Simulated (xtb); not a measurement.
xtb input (GFN2-xTB):

```bash
xtb mol.xyz --gfn 2 --ohess tight --chrg 0 --uhf 0
```
mol.xyz:
```
3

Pb    -0.00330310    -0.02906410     1.14168134
I      1.09331864    -1.84847823    -0.57751003
I     -1.09924686     1.85146109    -0.53938782
```

Output:

```
           -------------------------------------------------
          |                Calculation Setup                |
           -------------------------------------------------

           -------------------------------------------------
          |                 G F N 2 - x T B                 |
           -------------------------------------------------

        Reference                      10.1021/acs.jctc.8b01176
      * Hamiltonian:
        H0-scaling (s, p, d)           1.850000    2.230000    2.230000
        zeta-weighting                 0.500000
      * Dispersion:
        s8                             2.700000
        a1                             0.520000
        a2                             5.000000
        s9                             5.000000
      * Repulsion:
        kExp                           1.500000    1.000000
        rExp                           1.000000
      * Coulomb:
        alpha                          2.000000
        third order                    shell-resolved
        anisotropic                    true
        a3                             3.000000
        a5                             4.000000
        cn-shift                       1.200000
        cn-exp                         4.000000
        max-rad                        5.000000

          ...................................................
          :                      SETUP                      :
          :.................................................:
          :  # basis functions                  24          :
          :  # atomic orbitals                  22          :
          :  # shells                            8          :
          :  # electrons                        18          :
          :  max. iterations                   250          :
          :  Hamiltonian                  GFN2-xTB          :
          :  restarted?                      false          :
          :  GBSA solvation                  false          :
          :  PC potential                    false          :
          :  electronic temp.          300.0000000     K    :
          :  accuracy                    1.0000000          :
          :  -> integral cutoff          0.2500000E+02      :
          :  -> integral neglect         0.1000000E-07      :
          :  -> SCF convergence          0.1000000E-05 Eh   :
          :  -> wf. convergence          0.1000000E-03 e    :
          :  Broyden damping             0.4000000          :
          :  net charge                          0          :
          :  unpaired electrons                  0          :
          ...................................................

 iter      E             dE          RMSdq      gap      omega  full diag
   1    -10.0805787 -0.100806E+02  0.145E+01    3.26       0.0  T
   2    -10.0841454 -0.356666E-02  0.869E+00    2.90       1.0  T
   3    -10.0849540 -0.808685E-03  0.211E+00    3.03       1.0  T
   4    -10.0858559 -0.901837E-03  0.141E+00    2.88       1.0  T
   5    -10.0860424 -0.186499E-03  0.249E-01    2.91       1.0  T
   6    -10.0860449 -0.250275E-05  0.125E-01    2.90       1.0  T
[...]
molecular quadrupole (traceless):
                xx          xy          yy          xz          yz          zz
 q only:        0.014       6.005      -6.558       0.046      -0.201       6.544
  q+dip:        1.551      14.927     -14.789       0.135      -0.407      13.238
   full:        2.239      15.139     -14.334       0.143      -0.386      12.094

           -------------------------------------------------
          |                Geometry Summary                 |
           -------------------------------------------------

      molecular mass/u    :      461.0258519
   center of mass at/Å    :       -0.0036710      -0.0113207       0.2065684
  moments of inertia/u·Å² :        0.3326835E+03   0.1168975E+04   0.1501659E+04
rotational constants/cm⁻¹ :        0.5067169E-01   0.1442086E-01   0.1122601E-01

 * 2 selected distances

     #   Z          #   Z                                           value/Å
     1  82 Pb       2  53 I                                       2.7427551 (max)
     1  82 Pb       3  53 I                                       2.7424895 (min)

 * 1 distinct bonds (by element types)

   Z      Z             #   av. dist./Å        max./Å        min./Å
  53 I   82 Pb          2     2.7426223     2.7427551     2.7424895

           -------------------------------------------------
          |               Frequency Printout                |
           -------------------------------------------------
 projected vibrational frequencies (cm⁻¹)
eigval :       -0.00    -0.00    -0.00     0.00     0.00     0.00
eigval :       52.97   184.79   185.87
 reduced masses (amu)
   1:150.28   2:150.55   3:175.33   4:128.87   5:173.94   6:144.76   7:143.87   8:161.30
   9:154.17
 IR intensities (km·mol⁻¹)
   1:  1.02   2:  2.98   3:  2.71   4:  1.76   5:  1.61   6:  0.81   7:  4.42   8:  2.39
   9:  0.46
 Raman intensities (Ä⁴*amu⁻¹)
   1:  0.00   2:  0.00   3:  0.00   4:  0.00   5:  0.00   6:  0.00   7:  0.00   8:  0.00
   9:  0.00
 output can be read by thermo (or use thermo option).
 writing <g98.out> molden fake output.
 recommended (thermochemical) frequency scaling factor: 1.0
           -------------------------------------------------
          |             Thermodynamic Functions             |
           -------------------------------------------------

c2v symmetry found (for desy threshold:  0.10E+00) used in thermo

          ...................................................
          :                      SETUP                      :
          :.................................................:
          :  # frequencies                           3      :
          :  # imaginary freq.                       0      :
          :  linear?                             false      :
          :  only rotor calc.                    false      :
          :  symmetry                              c2v      :
          :  rotational number                       2      :
          :  scaling factor                  1.0000000      :
          :  rotor cutoff                   50.0000000 cm⁻¹ :
          :  imag. cutoff                  -20.0000000 cm⁻¹ :
          :.................................................:

    mode    ω/cm⁻¹     T·S(HO)/kcal·mol⁻¹    T·S(FR)/kcal·mol⁻¹   T·S(vib)
Note: The following floating-point exceptions are signalling: IEEE_DENORMAL
normal termination of xtb
   ------------------------------------------------------------------------
       1     52.97    -1.40233 ( 55.74%)    -1.03938 ( 44.26%)    -1.24168
       2    184.79    -0.67962 ( 99.47%)    -0.66928 (  0.53%)    -0.67957
       3    185.87    -0.67638 ( 99.48%)    -0.66754 (  0.52%)    -0.67633
   ------------------------------------------------------------------------

   temp. (K)  partition function   enthalpy   heat capacity  entropy
                                   cal/mol     cal/K/mol   cal/K/mol   J/K/mol
 298.15  VIB   12.7                 1253.054      5.252      8.713
         ROT  0.923E+06              888.752      2.981     30.277
         INT  0.117E+08             2141.806      8.233     38.989
         TR   0.958E+28             1481.254      4.968     44.253
         TOT                        3623.0599    13.2012    83.2427   348.2875

       T/K    H(0)-H(T)+PV         H(T)/Eh          T*S/Eh         G(T)/Eh
   ------------------------------------------------------------------------
    298.15    0.577371E-02    0.673881E-02    0.395513E-01   -0.328125E-01
   ------------------------------------------------------------------------

         :::::::::::::::::::::::::::::::::::::::::::::::::::::
         ::                  THERMODYNAMIC                  ::
         :::::::::::::::::::::::::::::::::::::::::::::::::::::
         :: total free energy         -10.112769137871 Eh   ::
         ::.................................................::
         :: total energy              -10.079956652446 Eh   ::
         :: zero point energy           0.000965101543 Eh   ::
         :: G(RRHO) w/o ZPVE           -0.033777586967 Eh   ::
         :: G(RRHO) contrib.           -0.032812485424 Eh   ::
         :::::::::::::::::::::::::::::::::::::::::::::::::::::

optimized geometry written to: xtbopt.xyz

           -------------------------------------------------
          | TOTAL ENERGY              -10.079956652446 Eh   |
          | TOTAL ENTHALPY            -10.073217837486 Eh   |
          | TOTAL FREE ENERGY         -10.112769137871 Eh   |
          | GRADIENT NORM               0.000055921247 Eh/α |
          | HOMO-LUMO GAP               2.917928550435 eV   |
           -------------------------------------------------

------------------------------------------------------------------------
------------------------------------------------------------------------
 total:
 SCF:
 ANC optimizer:
 analytical hessian:
```
